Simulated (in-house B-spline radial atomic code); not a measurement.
Ca is squeezed into an impenetrable sphere of radius R (the orbitals vanish at R). Computed with an all-electron radial atomic-structure program (B-spline basis): Dirac-Kohn-Sham LDA VWN5, spherical fractional occupations, Fermi nucleus of rms radius 3.4776 fm.

Energies in eV above the free atom in [Ar] 4s2:

| R (bohr) | highest level (eV) | [Ar] 4s2 | [Ne] 3s2 3p5 3d1 4s2 | [Ne] 3s1 3p6 4s2 4d1 |
| --- | --- | --- | --- | --- |
| 9.98 | -3.74 | 0.05889 | 26.36 | 53.04 |
| 5.97 | -1.34 | 2.654 | 28.79 | 59.6 |
| 5.02 | 1.45 | 6.609 | 32.77 | 67.3 |
| 4.19 | 6.99 | 15.51 | 41.96 | 82.89 |
| 3.62 | 15 | 29.67 | 56.7 | 105.5 |
| 2.92 | 37.5 | 74.59 | 103.2 | 170.4 |
| 2.64 | 55.2 | 113.9 | 143.6 | 223.5 |
| 2.39 | 79.3 | 171.8 | 202.7 | 298.6 |
| 1.91 | 169 | 419.5 | 452.8 | 601.6 |
| 1.37 | 464 | 1421 | 1446 | 1739 |

Task: Does [Ne] 3s2 3p5 3d1 4s2 fall below [Ar] 4s2 under compression?

Result: No, it stays above over the whole range.

Task: Does [Ne] 3s1 3p6 4s2 4d1 fall below [Ar] 4s2 under compression?

Result: No, it stays above over the whole range.

The highest level is first positive in the row R = 5.02 bohr, pushed up by confinement above the zero of the free ion's potential. Each configuration is held fixed and needn't be the lowest in the sphere.
